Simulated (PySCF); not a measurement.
Compound: C7H10F (doublet state).
Atom-mapped SMILES: `[CH2:1]=[C:2]1[CH2:3][C@H:4]([F:5])[C:6]1[CH2:7][CH3:8]` (hydrogens: H9, H10 on C1; H11, H12 on C3; H13 on C4; H14, H15 on C7; H16, H17, H18 on C8)

Geometry (GFN2-xTB, Å), atoms numbered from 1 in this order:
```xyz
18
C7H10F angstrom
C     -1.431    1.739    0.624
C     -1.131    0.488    0.202
C     -1.894   -0.822    0.262
C     -0.711   -1.446   -0.510
F     -0.071   -2.481    0.148
C     -0.039   -0.107   -0.445
C      1.317    0.332   -0.831
C      2.295    0.177    0.345
H     -2.364    1.953    1.113
H     -0.742    2.553    0.485
H     -2.853   -0.847   -0.252
H     -2.002   -1.229    1.265
H     -0.939   -1.829   -1.512
H      1.290    1.382   -1.134
H      1.673   -0.271   -1.670
H      1.963    0.779    1.187
H      3.291    0.499    0.051
H      2.339   -0.863    0.658
```

The hyperfine couplings belong to this conformer and change with its torsions.

The calculation used UKS B3LYP, pcH-1 on C F H, non-relativistic, mean-field spin-orbit, GIAO in PySCF. Geometry: GFN2-xTB, one conformer, isolated molecule. Couplings are sensitive to structure, and on GFN2-xTB geometries they can be far from those on DFT ones. No stability test was run, so a lower SCF solution isn't excluded. ⟨S²⟩ is 0.774 where a pure state has 0.75.

Largest spin populations (Mulliken): C6 (+0.65), C1 (+0.63) and C2 (-0.26). The positive populations add up to 1.40 and the negative ones to -0.40, together 2S = 1. The angles at C6 add up to 359.8°, so it is planar.

Question: McConnell's relation a(H) = Q·ρ ties the coupling of a proton on a planar π carbon to the spin population of that carbon. What Q do the computed values give?

Answer: 
| H | C | ρ(C) | a(H) (G) | a/ρ (G) |
| --- | --- | --- | --- | --- |
| H9 | C1 | +0.634 | -13.73 | -21.7 |
| H10 | C1 | +0.634 | -13.10 | -20.7 |

These protons share one ρ (within 0.01), so their mean ratio, Q = -21.2 G, is no test of linearity. In McConnell's picture π spin on carbon polarises the C–H bond and leaves opposite spin at the proton, which makes Q negative, as found here.

Question: How do the β-proton couplings of this frozen conformer go with θ, the angle between the C–H bond and the normal to the plane of the spin centre's three neighbours, both seen down the bond from centre to carbon?

Answer: 
```csv
β H,on,centre,θ (°),cos²θ,a (G)
H13,C4,C6,24,0.83,+18.01
H14,C7,C6,57,0.29,+8.71
H15,C7,C6,62,0.22,+6.80
```

Fitting the Heller–McConnell form a = ρ(B0 + B2 cos²θ), with Mulliken ρ = 0.65, gives B0 = 4.9 G and B2 = 27.4 G, with a largest miss of 0.3 G. By this fit the coupling would be 21.0 G at θ = 0° and 3.2 G at 90°.

Couplings in gauss use g_iso = 2.0024.

Hardware: one thread, Intel Xeon at 2.50 GHz (x86_64) (shared host). Cost: 2.9 min of wall time (grids of density and orbitals included), 0.96 GiB resident at most.
